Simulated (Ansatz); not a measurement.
A series at Al: from `C[O][Al]([O]C)[O]C`, ligands are replaced one by one, each step taking up H–F and setting free CH₃OH; n counts the steps. Ansatz, PBE0-D4/def2-TZVP geometries. Each molecule was computed in one conformer, which needn't be the lowest.

CBS adds triple-zeta CCSD(T) − MP2 to the MP2 limit, frozen cores; atoms without spin–orbit coupling. 

```
n              molecule  atomization energy, CCSD(T)/CBS (kJ/mol)
0  `C[O][Al]([O]C)[O]C`                                    6317.1
1   `C[O][Al]([F])[O]C`                                    4808.3
2    `C[O][Al]([F])[F]`                                    3306.9
3     `[F][Al]([F])[F]`                                         ?
```

Question: By hand: fit a straight line y = ȳ + b (n − n̄) to the 3 given rows and predict n = 3.

Answer: n̄ = 1.000, ȳ = 4810.77; Σ(n − n̄)(y − ȳ) = -3010.20, Σ(n − n̄)² = 2.000, so b = -1505.10 kJ/mol a step. Prediction: 4810.77 + (-1505.10) × (2.000) = 1800.6 kJ/mol.

Question: By hand: compare with the computed value, 1797.2 kJ/mol, and give the steps along the whole series.

Answer: The line misses by -3.4 kJ/mol (computed minus predicted). Steps: -1508.8, -1501.4, -1509.7 kJ/mol.

The steps differ by at most 8.3 kJ/mol, 0.6 % of a mean step, so the ligands' effects nearly add and a line is close. The miss is 0.1 % of the series' range. The energies themselves are unsure by some kJ/mol a bond, though much of that is common to the series.
